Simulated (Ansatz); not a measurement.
Job for Ansatz (a first-principles code): FCI/6-31G on BP, 2S+1 = 3, a point of a bond scan (R = 3.047 Å).

Ansatz 0.2 input:
```yaml
crystal:
  periodic: [false, false, false]
  atoms:
    - {symbol: B, position_ang: [-0.00000000, -0.00000000, -1.30581159]}
    - {symbol: P, position_ang: [0.00000000, 0.00000000, 1.74108212]}
basis:
  gaussian:
    orbitals: 6-31G
magnetization: {spin_polarized: false, initial_magnetization: 2}
correlation: {method: fci, electrons: outside_noble_gas}
```

### Question
What total energy does the run end on?

### Answer
-365.2859 hartree.

### Question
How many basis functions does it have, and what does it roughly cost on one machine?

### Answer
22 functions; very roughly 13 core-seconds.
